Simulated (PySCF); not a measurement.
# Spin-rotation constants: `InChI=1S/C2H8SSi/c3-1-2-4/h3H,1-2H2,4H3`

Geometry:
```tsv
atom	x (Å)	y (Å)	z (Å)
Si1	1.829	0.161	-0.020
C2	-0.014	0.132	-0.442
C3	-0.887	-0.424	0.673
S4	-2.656	-0.563	0.258
H5	2.323	-1.225	0.246
H6	2.610	0.744	-1.154
H7	2.070	0.988	1.204
H8	-0.157	-0.459	-1.362
H9	-0.323	1.162	-0.690
H10	-0.596	-1.457	0.922
H11	-0.779	0.161	1.600
H12	-2.871	0.757	0.069
```

Theory: PySCF 2.14.0, GIAO B3LYP/cc-pVDZ magnetisability, rotational g tensor and spin-rotation constants, non-relativistic, gas phase. Geometry: PBE0-D3(BJ)/def2-SVP.

**Question.** Give the nuclear spin-rotation constants along the inertial axes (H = +C I·J) beside the isotropic shieldings.

**Answer.** Rotational constants 20.9053, 1.4303, 1.3933 GHz. A star marks the isotopologue with that one atom substituted, in its own axes.
| atom | isotope | Caa (kHz) | Cbb (kHz) | Ccc (kHz) | mean (kHz) | σ (ppm) |
| --- | --- | --- | --- | --- | --- | --- |
| H5 | 1H | -1.823 | -0.064 | -0.021 | -0.636 | 27.8 |
| H6 | 1H | -0.832 | -0.018 | -0.128 | -0.326 | 27.6 |
| H7 | 1H | -1.815 | -0.083 | -0.003 | -0.634 | 27.8 |
| H8 | 1H | -2.148 | -0.106 | -0.029 | -0.761 | 30.2 |
| H9 | 1H | -2.230 | -0.084 | -0.057 | -0.790 | 30.6 |
| H10 | 1H | -2.169 | -0.082 | -0.036 | -0.762 | 29.5 |
| H11 | 1H | -2.251 | -0.090 | 0.002 | -0.780 | 28.7 |
| H12 | 1H | -2.723 | -0.107 | -0.023 | -0.951 | 30.4 |
| Si1 | 29Si* | -9.243 | -0.703 | -0.682 | -3.542 | 478.1 |
| C2 | 13C* | 2.669 | 0.189 | 0.206 | 1.021 | 172.6 |
| C3 | 13C* | 2.881 | 0.207 | 0.238 | 1.109 | 161.9 |
| S4 | 33S* | 3.908 | 0.300 | 0.381 | 1.530 | 568.5 |

For the geometry as given, no vibrational averaging.
